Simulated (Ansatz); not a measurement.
Total energies of GeH2MeCl (CH5ClGe) from Ansatz at PBE-D4/def2-TZVPD, gas phase (1 Eh = 27.2114 eV = 2625.5 kJ/mol). The reference geometry is relaxed at B3LYP-D4/def2-TZVP.

Cartesian coordinates in Å:
```
Ge -0.433 0.701 0.335
H -1.959 0.546 0.448
H -0.065 2.064 -0.274
C 0.412 -0.796 -0.591
H 0.026 -0.868 -1.609
H 0.198 -1.724 -0.062
H 1.490 -0.647 -0.628
Cl 0.330 0.724 2.382
```

```json
{"state": "charge 0 singlet", "geometry": "reference", "energy (Eh)": "-2577.82849"}
{"state": "charge -1 doublet", "geometry": "reference", "energy (Eh)": "-2577.79600"}
{"state": "free Ge atom (triplet)", "geometry": "–", "energy (Eh)": "-2076.60198"}
{"state": "free H atom (doublet)", "geometry": "–", "energy (Eh)": "-0.49962"}
{"state": "free C atom (triplet)", "geometry": "–", "energy (Eh)": "-37.79605"}
{"state": "free Cl atom (doublet)", "geometry": "–", "energy (Eh)": "-459.95933"}
```

(1) Work out the vertical electron affinity, to the doublet.

(2) What is the binding energy per atom against free atoms?

(1) E(charge 0 singlet) − E(charge -1 doublet) = -2577.82849 − (-2577.79600) = -0.03249 Eh = -0.88 eV; negative, so the extra electron isn't bound.

(2) Atoms: 1 × (-2076.60198) + 5 × (-0.49962) + 1 × (-37.79605) + 1 × (-459.95933) = -2576.85546 Eh. Binding: -2576.85546 − (-2577.82849) = 0.97303 Eh = 26.48 eV, or 3.31 eV for each of 8 atoms (no zero-point energy, no counterpoise term).

At PBE-D4/def2-TZVPD the highest occupied level of the charge -1 doublet lies above zero (up to 2.64 eV). By energy differences it is unbound by 0.88 eV (vertical, against the charge 0 singlet, at PBE-D4/def2-TZVPD) and held by the finite basis.
